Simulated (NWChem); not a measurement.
# CH6BClOSi; SMILES O(B(Cl)[SiH3])C

```xyz
11

B     -0.1602     0.1972    -0.0014
Cl    -0.1761     1.9762     0.0003
O     -1.3729    -0.3964    -0.0011
C     -1.5795    -1.8015     0.0008
H     -0.6258    -2.3719     0.0087
H     -2.1702    -2.0767     0.8976
H     -2.1582    -2.0816    -0.9023
Si     1.6350    -0.7794    -0.0001
H      2.7839     0.1883    -0.0258
H      1.7589    -1.6963    -1.1937
H      1.7755    -1.6520     1.2245
```
Atoms are numbered in this order, from 1.

All runs: NWChem. Pople sets run with spherical d functions. Structure relaxed at the PBE-D3(BJ)/def2-SVP level. Total energies compare along this basis series because the functional is fixed.

| level | basis functions | energy (Ha) | highest occupied level (eV) | orbital gap (eV) | dipole (D) | relative time |
|---|---|---|---|---|---|---|
| PBE/STO-3G | 39 | -880.8333 | -4.27 | 5.69 | 3.39 | 1 |
| PBE/3-21G | 65 | -886.4853 | -6.79 | 5.11 | 3.46 | 1 |
| PBE/6-31G* | 90 | -890.9787 | -6.71 | 4.93 | 2.75 | 4 |
| PBE/6-31+G* | 110 | -890.9875 | -6.90 | 4.88 | 2.69 | 6 |
| PBE/6-311G** | 142 | -891.0798 | -6.89 | 4.90 | 2.78 | 7 |
| PBE/6-311++G** | 168 | -891.0835 | -6.91 | 4.84 | 2.60 | 10 |

Relative times are rough (shared machine, one core).
